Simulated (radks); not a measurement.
Problem. Coherent X-ray form factor from a spherical all-electron density. Calculated with a radial shooting solver on a logarithmic mesh with Libxc functionals: scalar-relativistic Kohn-Sham, PBE, spin-unpolarised, spherical densities, point nucleus.

sin(theta)/lambda (1/angstrom)  f0 (electrons)
0.05                                    25.966
0.1                                     25.866
0.15                                    25.700
0.2                                     25.470
0.25                                    25.179
0.3                                     24.829
0.4                                     23.970
0.5                                     22.926
0.6                                     21.739
0.8                                     19.102
1                                       16.384
1.25                                    13.259
1.5                                     10.704
2                                        7.443

The species is in the configuration that NIST lists as its ground one. Which atom or ion scatters so?

Solution. The antimony ion Sb25+, [Ar] 3d8. Extrapolating in s^2 from the first two rows gives f0(0) = 26.0, near the electron count 26; among species with that count, the fall with angle is slower the higher Z, and the table is that of Z = 51; from so few rows the species is fixed only to a neighbour or two.
